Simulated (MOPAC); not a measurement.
A run for MOPAC: PM7 on BaRe, 2S+1 = 6, a spin state set in the input, which need not be the lowest, a point of a bond scan (R = 3.176 Å).

```
PM7 1SCF PRECISE CHARGE=0 UHF MS=2.5 THREADS=1
BaRe

Re     0.00000000 1     0.00000000 1     0.00000000 1
Ba     0.00000000 1     0.00000000 1     3.17575000 1
```

It printed:

```
*******************************************************************************
 **                                                                           **
 **                              MOPAC v23.2.5                                **
 **                                                                           **
 *******************************************************************************
 ** MOPAC's Digital Object Identifier: https://doi.org/10.5281/zenodo.6511958 **
 **                                                                           **
 ** Please cite the open-source release paper for use of this MOPAC version:  **
 ** J. E. Moussa and J. J. P. Stewart (2026)                                  **
 ** MOPAC: An open-source semiempirical molecular orbital program             **
 ** J. Open Source Softw., 11(119), 8025, https://doi.org/10.21105/joss.08025 **
 *******************************************************************************

                              PM7 CALCULATION RESULTS

 *******************************************************************************
 *  PM7        - The PM7 Hamiltonian to be used
 *  UHF        - UNRESTRICTED HARTREE-FOCK CALCULATION
 *
 *
 *
 *                 CHARGE ON SYSTEM = 0
 *
 *
 *
 *  MS=        - IN MECI, MAGNETIC COMPONENT OF SPIN =  2.5
 *  PRECISE    - TIGHTER CRITERIA TO BE USED
 *  1SCF       - DO 1 SCF AND THEN STOP
 *  THREADS=1  - MULTI-THREADING NOT USED
 *  T=         - A TIME OF 172800.0 SECONDS REQUESTED
 *  DUMP=N     - RESTART FILE WRITTEN EVERY 7200.0 SECONDS REQUESTED
 *******************************************************************************
PM7 1SCF PRECISE CHARGE=0 UHF MS=2.5 THREADS=1
 BaRe

   ATOM   CHEMICAL          X               Y               Z
  NUMBER   SYMBOL      (ANGSTROMS)     (ANGSTROMS)     (ANGSTROMS)

     1      Re          0.00000000  *   0.00000000  *   0.00000000  *
     2      Ba          0.00000000  *   0.00000000  *   3.17575000  *



          CARTESIAN COORDINATES

    NO.       ATOM           X           Y           Z

     1        Re          0.0000      0.0000      0.0000
     2        Ba          0.0000      0.0000      3.1757

 General Reference for PM7:
 "Optimization of Parameters for Semiempirical Methods VI: More Modifications to the
 NDDO Approximations and Re-optimization of Parameters", J. J. P. Stewart, J. Mol. Mod., 1:32, 19 (2013)
 https://link.springer.com/article/10.1007/s00894-012-1667-x

           Empirical Formula: Re Ba  =     2 atoms



      MOLECULAR POINT GROUP   :   C*v


          UHF CALCULATION, NO. OF ALPHA ELECTRONS =    7
                           NO. OF BETA  ELECTRONS =    2

 -------------------------------------------------------------------------------
 PM7 1SCF PRECISE CHARGE=0 UHF MS=2.5 THREADS=1
 BaRe



     1SCF WAS SPECIFIED, SO BFGS WAS NOT USED
     SCF FIELD WAS ACHIEVED


                              PM7 CALCULATION
                                                       MOPAC v23.2.5 Linux




          FINAL HEAT OF FORMATION =        219.56538 KCAL/MOL =     918.66156 KJ/MOL


          COSMO AREA              =        180.56 SQUARE ANGSTROMS
          COSMO VOLUME            =        216.18 CUBIC ANGSTROMS

          IONIZATION POTENTIAL    =          6.165677 EV
          ALPHA SOMO LUMO (EV)    =         -6.196 13.634
          BETA  SOMO LUMO (EV)    =         -6.166  0.674
          NO. OF ALPHA ELECTRONS  =          7
          NO. OF BETA  ELECTRONS  =          2
          MOLECULAR WEIGHT        =        323.5370         POINT GROUP:  C*v

          MOLECULAR DIMENSIONS (Angstroms)

            Atom       Atom       Distance
           Ba     2   Re     1     3.17575
           Ba     2   Re     1     0.00000
           Re     1   Ba     2     0.00000


          SCF CALCULATIONS        =          1





   ATOM   CHEMICAL          X               Y               Z
  NUMBER   SYMBOL      (ANGSTROMS)     (ANGSTROMS)     (ANGSTROMS)

     1      Re          0.00000000  *   0.00000000  *   0.00000000  *
     2      Ba          0.00000000  *   0.00000000  *   3.17575000  *

                             CARTESIAN COORDINATES

   1   Re        0.000000000     0.000000000     0.000000000
   2   Ba        0.000000000     0.000000000     3.175750000


           Empirical Formula: Re Ba  =     2 atoms



      MOLECULAR POINT GROUP   :   C*v


          ALPHA EIGENVALUES
  -9.24590  -9.11797  -8.78631  -8.72857  -7.87364  -7.83926  -6.19581  13.63394
  13.65266  14.48533  68.96646  69.08296  69.22718


           BETA EIGENVALUES
  -6.38776  -6.16568   0.67424   1.75002   1.92336   1.95259   3.01971  14.56809
  14.58662  15.20615  69.13365  69.29696  69.38820


              NET ATOMIC CHARGES AND DIPOLE CONTRIBUTIONS

  ATOM NO.   TYPE          CHARGE      No. of ELECS.   s-Pop       p-Pop       d-Pop
    1         Re          -0.958166        7.9582     1.94847     0.00321     6.00648
    2         Ba           0.958166        1.0418     0.93167     0.11016
 DIPOLE           X         Y         Z       TOTAL
 POINT-CHG.     0.000     0.000    14.616    14.616
 HYBRID        -0.000     0.000    -2.839     2.839
 SUM           -0.000     0.000    11.777    11.777


          ATOMIC ORBITAL ELECTRON POPULATIONS

     Atom    s        px        py        pz      x^2-y^2     xz        z^2       yz        xy
    1 Re   1.94847   0.00003   0.00001   0.00317   1.00005   1.99995   1.00651   0.99998   1.00000
    2 Ba   0.93167   0.00002   0.00001   0.11014


                    (SZ)    =    2.500000
                    (S**2)  =    8.750230


          ATOMIC ORBITAL SPIN POPULATIONS

    Atom   Total    s     px     py     pz   x^2-y^2  xz     z^2    yz     xy
         Atomic
    1 Re  4.0121  0.017 -0.000  0.000  0.003  1.000  0.000  0.993  1.000  1.000
    2 Ba  0.9879  0.918 -0.000  0.000  0.070

 **********************
 *                    *
 * JOB ENDED NORMALLY *
 *                    *
 **********************




 == MOPAC DONE ==
```

The run finished.

Cost: very roughly 0.04 core-seconds.
